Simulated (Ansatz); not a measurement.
```yaml
crystal:
  periodic: [false, false, false]
  atoms:
    - {symbol: Be, position_ang: [0.809005, 1.213273, -0.469205]}
    - {symbol: S, position_ang: [-1.157347, 1.803961, -0.421920]}
    - {symbol: Be, position_ang: [-1.500196, 0.039873, 0.127434]}
    - {symbol: S, position_ang: [-1.000139, -1.930252, 0.566073]}
    - {symbol: Be, position_ang: [0.833248, -1.167212, 0.219875]}
    - {symbol: S, position_ang: [2.057507, 0.009615, -0.155827]}
basis:
  gaussian: {orbitals: "6-31++G**"}
total_charge: 1
magnetization: {spin_polarized: true, initial_magnetization: 1}
hamiltonian: {xc: {name: PBE0-DH}}
scf: {omitted_lower_state_checks: [starts]}
```

```sh
$ ansatz run in.yaml --threads 4 --pin off --events-out ev --progress --plain --max-ram 3916MiB
```

It prints (some lines left out):

```
Functional definition: PBE0-DH
1052 factors; integrals over basis functions are off by at most 9.9e-4 eV
mean field evaluation 1: about -33685.2446 eV, gradient 2.1e1 eV
mean field evaluation 2: about -33685.7308 eV, gradient 2.1e1 eV
mean field evaluation 4: about -33688.3496 eV, gradient 6.1e0 eV
mean field evaluation 8: about -33688.6411 eV, gradient 6.6e-1 eV
mean field evaluation 16: about -33688.6581 eV, gradient 2.9e-2 eV
mean field evaluation 32: about -33688.6582 eV, gradient 1.7e-5 eV
mean field -33688.65818430 eV, -1238.0353532805 hartree, gradient 6.4e-6 eV, S^2 0.760703; 0 other end points of the search recorded, 0 dependent functions left out
15 core orbitals not correlated: weight in the atoms' cores, before any rotation towards them, 1.000 or more for the frozen orbitals, at most 0.000 for the correlated occupied ones
reference -33688.65822846 eV, -1238.0353549032 hartree; 15, 14 occupied and 96, 97 virtual orbitals, 1052 factors
second order -16.26271854 eV of doubles, -0.00000000 eV of singles
Total energy: -33690.69106828 eV, -1238.1100603886 hartree
Checks for a lower state left out: starts
```

It took 5.5 s on 4 threads of Arm Neoverse V1 on a shared host.

The 6-31G sets use Cartesian d functions. Correlated methods freeze 15 core orbitals.
